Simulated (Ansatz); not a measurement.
Pt₃H₄ was relaxed with PBE0-D4 (def2-TZVP) in Ansatz in these states: neutral quintet, neutral singlet, neutral triplet. The geometries follow in no particular order.

In the def2 sets Pt takes a core potential; there is no spin–orbit coupling.

A:

Cartesian coordinates in Å:
```
Pt -1.0808 -0.8047 -0.5074
Pt 0.0939 1.0231 1.0138
Pt 1.4643 -0.6516 -0.3443
H 1.8191 -1.7411 0.6735
H -1.4430 0.1578 0.9262
H 0.4374 2.3361 0.2241
H -1.2909 -0.3196 -1.9859
```

B:

Cartesian coordinates in Å:
```
Pt -0.2761 -1.1541 0.0476
Pt 0.6701 1.1787 0.8513
Pt -1.3690 1.2322 -0.5223
H -0.8507 0.1110 -1.4601
H 0.8446 -1.6816 -0.8237
H 0.6690 2.7014 1.1394
H 0.3121 -2.3877 0.7678
```

C:

```xyz
7

Pt   -0.8727    0.7406    0.2263
Pt    1.3306   -0.6872    0.5604
Pt    0.7721   -0.1474   -1.7524
H    -0.6874    0.5221   -1.6983
H    -1.8792   -0.2960    0.6692
H     2.7298   -1.3741    0.3970
H    -1.3933    1.2420    1.5979
```

**Question.** Judge from the bond lengths which geometry belongs to which state (an estimate).

**Answer.** A is the neutral quintet (Pt1–H5 1.764 Å, Pt1–Pt3 2.555 Å, Pt2–Pt3 2.555 Å); B is the neutral singlet (Pt1–H5 1.514 Å, Pt1–Pt3 2.686 Å, Pt2–Pt3 2.459 Å); C is the neutral triplet (Pt1–H5 1.511 Å, Pt1–Pt3 2.722 Å, Pt2–Pt3 2.440 Å).

At PBE0-D4/def2-TZVP a singlet lies 1.45 eV below the neutral quintet. At PBE0-D4/def2-TZVP a singlet lies 0.34 eV below the neutral triplet. These are the stationary points nearest to one start from a short search; other shapes may lie lower in each state.
